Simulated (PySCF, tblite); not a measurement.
Compound: C₅H₇N₃.
Geometry (GFN2-xTB, Å), atoms numbered from 1 in this order:
```
atom  x, y, z in Å
C1    -2.756    0.735   -0.338
C2    -2.080   -0.403   -0.422
C3    -0.641   -0.489   -0.335
C4     0.173   -1.635   -0.404
N5     1.435   -1.258   -0.276
N6     1.379    0.046   -0.137
C7     2.547    0.854    0.030
N8     0.175    0.556   -0.165
H9    -2.243    1.670   -0.195
H10   -3.830    0.764   -0.406
H11   -2.584   -1.350   -0.565
H12   -0.098   -2.662   -0.533
H13    3.114    0.512    0.897
H14    3.182    0.785   -0.854
H15    2.222    1.882    0.175
```

Method used: CAM-B3LYP/def2-SVPD in PySCF (dipole) on a GFN2-xTB geometry, gas phase.

Masses are those of the commonest isotopes; rigid-rotor values at the optimised geometry. The values belong to one conformer with, in the numbering `[CH2:1]=[CH:2][c:3]1[cH:4][n:5][n:6]([CH3:7])[n:8]1`, C1–C2–C3–C4 180°.

Q: What are A, B and C (MHz)?

A: Ia = 94.90, Ib = 335.99, Ic = 427.72 u·Å²; 505379 MHz·u·Å²/I gives A = 5326, B = 1504, C = 1182 MHz.

Q: What kind of rotor is it?

A: An asymmetric top; Ray's κ = -0.844.

Q: Is it planar, by Δ = Ic − Ia − Ib?

A: Not planar: Δ = Ic − Ia − Ib = -3.17 u·Å². For a rigid frame Δ = −2 Σ m c², so Σ m c² = 1.59 u·Å² lies off the ab plane, practically all of it from hydrogen. The atom farthest from that plane is 0.91 Å away.

Q: Give the other two planar moments, Paa and Pbb, and the rms extents of the mass along the axes.

A: Paa = Σ m a² = (Ib + Ic − Ia)/2 = 334.41 and Pbb = Σ m b² = (Ia + Ic − Ib)/2 = 93.31 u·Å². With the mass M = 109.06 u, the rms extents √(P/M) along a, b and c are 1.75, 0.92, 0.12 Å.

Q: List the rotational levels J(Ka,Kc) to J = 3 (K).

A: Above 0(0,0), as E/k:
J = 1: 1(0,1) 0.129, 1(1,1) 0.312, 1(1,0) 0.328
J = 2: 2(0,2) 0.386, 2(1,2) 0.555, 2(1,1) 0.601, 2(2,1) 1.151, 2(2,0) 1.152
J = 3: 3(0,3) 0.769, 3(1,3) 0.917, 3(1,2) 1.010, 3(2,2) 1.538, 3(2,1) 1.543, 3(3,1) 2.494, 3(3,0) 2.494
Those of J = 1 are B + C, A + C and A + B.

Q: Predict some low-J microwave lines.

A: The dipole components are |μa| = 0.38 D, |μb| = 0.40 D, |μc| = 0.01 D. The squared components, which scale the intensities, stand as 0.90 : 1.00 : 0.00 (a : b : c). Some lines, for components of 0.1 D or more:

| type | branch | J(Ka,Kc) | MHz | lower level (cm⁻¹) |
| --- | --- | --- | --- | --- |
| a | Q | 1(1,0) ← 1(1,1) | 323 | 0.217 |
| a | Q | 2(1,1) ← 2(1,2) | 968 | 0.385 |
| a | Q | 3(1,2) ← 3(1,3) | 1935 | 0.638 |
| a | R | 1(0,1) ← 0(0,0) | 2686 | 0.000 |
| b | Q | 3(1,2) ← 3(0,3) | 5035 | 0.534 |
| a | R | 2(1,1) ← 1(1,0) | 5694 | 0.228 |
| b | R | 1(1,1) ← 0(0,0) | 6507 | 0.000 |
| a | R | 3(1,3) ← 2(1,2) | 7561 | 0.385 |
| a | R | 3(0,3) ← 2(0,2) | 7979 | 0.268 |
| a | R | 3(2,1) ← 2(2,0) | 8135 | 0.801 |
| b | R | 3(1,3) ← 2(0,2) | 11080 | 0.268 |
| b | Q | 3(2,2) ← 3(1,3) | 12928 | 0.638 |
| b | R | 2(2,1) ← 1(1,0) | 17158 | 0.228 |
| b | Q | 3(3,1) ← 3(2,2) | 19926 | 1.069 |

Its GFN2-xTB frequencies are all real (lowest 24 cm⁻¹). No vibrational averaging or centrifugal distortion is included, and the geometry carries the error of its method. A rigid rotor knows nothing of internal rotation, which can split or shift real lines. Quadrupole hyperfine structure (14N) is left out.
